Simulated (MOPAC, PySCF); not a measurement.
[Mo(Cl)2(F)4], neutral singlet in the gas phase. 

Cartesian coordinates (Å):
```xyz
7

Mo    -0.1388    -0.0912    -0.0400
Cl     1.7120    -0.2548    -1.3794
Cl    -1.4739     0.5565    -1.7844
F      0.2541     1.6677     0.3587
F     -0.5487    -1.8673    -0.3317
F      0.8769    -0.6097     1.4191
F     -1.5892     0.0155     1.1070
```
Charge 0, spin multiplicity 1.

All levels are single points at this geometry (TPSS-D3(BJ)/def2-SVP); Pople sets use spherical d functions. Orbital energies aren't observables, and empty levels follow the basis.

B3LYP/6-31G* (LANL2DZ on Mo) in PySCF gives gap (eV) = 3.18.

Estimate the gap (eV) from each of these levels: TPSSh-D3(BJ)/def2-TZVP in PySCF; B3LYP/6-311+G** (LANL2DZ on Mo) in PySCF; B3LYP/LANL2DZ in PySCF; BP86/6-31G* (LANL2DZ on Mo) in PySCF; SVWN5/6-31G* (LANL2DZ on Mo) in PySCF; HF/6-31G* (LANL2DZ on Mo) in PySCF; PM6 in MOPAC; PM7 in MOPAC.


```tsv
level	gap (eV)
TPSSh-D3(BJ)/def2-TZVP in PySCF	2.92
B3LYP/6-311+G** (LANL2DZ on Mo) in PySCF	3.15
B3LYP/LANL2DZ in PySCF	3.06
BP86/6-31G* (LANL2DZ on Mo) in PySCF	1.94
SVWN5/6-31G* (LANL2DZ on Mo) in PySCF	1.96
HF/6-31G* (LANL2DZ on Mo) in PySCF	8.79
PM6 in MOPAC	8.70
PM7 in MOPAC	9.24
```
